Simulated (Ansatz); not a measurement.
[GeMe3]- (C3H9Ge⁻). Charge -1, multiplicity 1. Geometry B3LYP-D4/def2-SVPD; atoms count from 1.

```xyz
13

Ge   -0.576   -0.975    0.206
C    -0.191   -0.323   -1.719
H     0.394   -1.070   -2.282
H     0.382    0.625   -1.714
H    -1.130   -0.149   -2.272
C     1.361   -0.690    0.876
H     1.742    0.309    0.588
H     2.042   -1.448    0.451
H     1.417   -0.771    1.975
C    -1.261    0.858    0.876
H    -1.339    0.874    1.977
H    -2.261    1.082    0.467
H    -0.579    1.677    0.572
```

The highest occupied level of the charge -1 singlet lies above zero (up to 0.02 eV). By energy differences its removal costs 1.71 eV (vertical, to the charge 0 doublet, at PBE0-D4/def2-TZVPD); a positive level beside a positive removal energy at the same level points to self-interaction error.

Question: Estimate the Mulliken populations from the PBE0/def2-TZVPD orbitals of Ansatz.

Answer: 
| atom | charge (e) |
| --- | --- |
| Ge1 | -0.10 |
| C2 | -0.95 |
| H3 | 0.23 |
| H4 | 0.20 |
| H5 | 0.22 |
| C6 | -0.95 |
| H7 | 0.20 |
| H8 | 0.22 |
| H9 | 0.23 |
| C10 | -0.95 |
| H11 | 0.22 |
| H12 | 0.23 |
| H13 | 0.20 |
Mulliken values and Mayer orders depend strongly on the basis. With diffuse functions, as here, like atoms can get unlike values, and bond orders can come out too low or too high.

Question: And the Mayer bond orders between bonded heavy atoms (over 0.3)?

Answer: Ge1–C2 0.79 (2.07 Å); Ge1–C6 0.79 (2.07 Å); Ge1–C10 0.79 (2.07 Å).
